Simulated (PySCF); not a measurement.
# Mayer bond orders and bond lengths

Compound: C4H8O2Si.
Numbering: `[O:1]=[CH:2][C@@H:3]1[CH2:4][C@@H:5]1[O:6][SiH3:7]` (hydrogens: H8 on C2; H9 on C3; H10, H11 on C4; H12 on C5; H13, H14, H15 on Si7)

Structure used (GFN2-xTB), in Å, numbered top down from 1:
```xyz
15
C4H8O2Si angstrom
O     -1.720    0.121    2.909
C     -0.941   -0.078    2.016
C     -1.306   -0.560    0.677
C     -0.324   -1.443   -0.073
C     -0.535   -0.043   -0.526
O      0.442    0.895   -0.325
Si     1.709    1.301   -1.261
H      0.144    0.099    2.145
H     -2.364   -0.746    0.542
H     -0.724   -2.257   -0.657
H      0.608   -1.660    0.426
H     -1.113    0.121   -1.431
H      1.248    1.793   -2.562
H      2.579    0.145   -1.492
H      2.293    2.321   -0.409
```

Bond orders from the PBE0/pcSseg-1 density (PySCF). Geometry: GFN2-xTB, one conformer, isolated molecule.

Problem. Where do the orders between heavy atoms depart from those drawn in the SMILES?

Solution. The largest departure is 0.117, at C3–C4 (drawn single, 0.883) and C5–C3 (drawn single, 0.884).

Problem. Give the Mayer order of every bond, beside its length.

Solution. 
```
   bond  drawn as  length (Å)  Mayer order
  O1–C2    double       1.202        2.009
  C2–C3    single       1.470        1.006
  C3–C4    single       1.518        0.883
  C4–C5    single       1.486        0.961
  C5–O6    single       1.369        0.914
 O6–Si7    single       1.628        0.932
  C5–C3    single       1.519        0.884
  C2–H8    single       1.106        0.934
  C3–H9    single       1.083        0.942
 C4–H10    single       1.078        0.949
 C4–H11    single       1.080        0.945
 C5–H12    single       1.087        0.952
Si7–H13    single       1.464        0.919
Si7–H14    single       1.465        0.915
Si7–H15    single       1.451        0.947
```

Bonds between the same two heavy elements. C–O: lowest C5–O6 (0.914, 1.369 Å), highest O1–C2 (2.009, 1.202 Å). C–C: lowest C3–C4 and C5–C3 (0.883, 1.518 Å), highest C2–C3 (1.006, 1.470 Å). Bonds named together lie within 0.004.

Problem. Sum the orders of all bonds at each heavy atom with more than one neighbour and set the sums beside the valence in the SMILES.

Solution. C2 3.949 (drawn 4), C3 3.715 (drawn 4), C4 3.738 (drawn 4), C5 3.711 (drawn 4), O6 1.846 (drawn 2), Si7 3.713 (drawn 4). Orders between atoms that aren't bonded are not in these sums.

Mayer orders depend on the basis set.

The run behind these numbers computed NMR shieldings as well. Hardware: one thread of an Arm Neoverse N1, no GPU, on a shared host. Cost: 40 s wall, 0.75 GiB resident at most.
